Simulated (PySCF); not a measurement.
Two species compared at the same levels of theory.

First species: C4H10ClFSi.
SMILES: `FC[C@@H]([SiH3])CCCl`

Second species: C4H10ClFSi.
Atom-mapped SMILES: `[CH3:1][CH2:2][CH2:3][Si@H:4]([F:5])[CH2:6][Cl:7]` (hydrogens: H8, H9, H10 on C1; H11, H12 on C2; H13, H14 on C3; H15 on Si4; H16, H17 on C6)

Structure used (GFN2-xTB), in Å, numbered top down from 1:
```
atom  x, y, z in Å
C1    -2.4235   -0.8507   -0.2364
C2    -1.1565   -0.0077   -0.3111
C3    -0.2043   -0.3262    0.8466
Si4    1.3732    0.7251    0.8557
F5     0.9537    2.2894    0.9273
C6     2.3424    0.5904   -0.7845
Cl7    2.8449   -1.1006   -1.0694
H8    -2.9533   -0.6638    0.6952
H9    -3.0894   -0.6146   -1.0631
H10   -2.1800   -1.9099   -0.2847
H11   -0.6552   -0.2020   -1.2611
H12   -1.4221    1.0509   -0.2824
H13    0.0533   -1.3858    0.8072
H14   -0.7370   -0.1738    1.7880
H15    2.2402    0.5162    2.0045
H16    3.2526    1.1864   -0.7732
H17    1.7541    0.8888   -1.6501
```

Levels: wB97X-D/def2-SVPD for dipole moment, HOMO energy, LUMO energy, HOMO–LUMO gap, static isotropic polarisability and electronic spatial extent ⟨r²⟩ about the centre of nuclear charge; TDDFT wB97X-D/def2-SVPD for lowest singlet excitation; TDA wB97X-D/def2-SVPD for lowest triplet excitation (Tamm–Dancoff); GFN2-xTB for rotational constant A and rotational constant C. Geometries: GFN2-xTB. Each species is one conformer at its optimised geometry, gas phase, non-relativistic unless stated; the electronic structure was computed with PySCF and density fitting.

The conformers computed, where there is a choice (atom-mapped SMILES and torsion angles):
- `[F:1][CH2:2][C@@H:3]([SiH3:4])[CH2:5][CH2:6][Cl:7]`: F1–C2–C3–Si4 -58°, C2–C3–C5–C6 72°, C3–C5–C6–Cl7 63°
- `[CH3:1][CH2:2][CH2:3][Si@H:4]([F:5])[CH2:6][Cl:7]`: C1–C2–C3–Si4 -178°, C2–C3–Si4–F5 58°, C3–Si4–C6–Cl7 -61°

**Question.** Which has the higher rotational constant A?

**Answer.** The first: 2.506 GHz against 1.853 GHz, a difference of 0.653 GHz.

**Question.** Which of the two has the higher dipole moment, and by how much?

**Answer.** The second: 0.89 D against 0.43 D, a difference of 0.46 D.

**Question.** Which of the two has the higher static isotropic polarisability, and by how much?

**Answer.** The first: 89.4 au against 86.4 au, a difference of 3.0 au.

**Question.** Which has the higher S1 energy?

**Answer.** The first: 7.52 eV against 6.85 eV, a difference of 0.67 eV.

**Question.** Which has the higher T1 energy?

**Answer.** The first: 6.88 eV against 6.22 eV, a difference of 0.66 eV.

**Question.** Which of the two has the higher LUMO energy, and by how much?

**Answer.** The first: 2.05 eV against 1.69 eV, a difference of 0.36 eV.

**Question.** Which has the higher HOMO–LUMO gap?

**Answer.** The first: 12.33 eV against 11.76 eV, a difference of 0.57 eV.

**Question.** Which has the higher HOMO energy?

**Answer.** The second: -10.07 eV against -10.28 eV, a difference of 0.21 eV.

On the first: The 8 singlets span 7.52 to 8.95 eV, and their oscillator strengths add up to 0.18.

On the second: No computed singlet falls in the visible range (750 to 380 nm, 1.65 to 3.26 eV); S1 lies 3.59 eV above its blue end. A dipole of 0.89 D is allowed in C1, and pure rotational transitions are dipole-allowed.
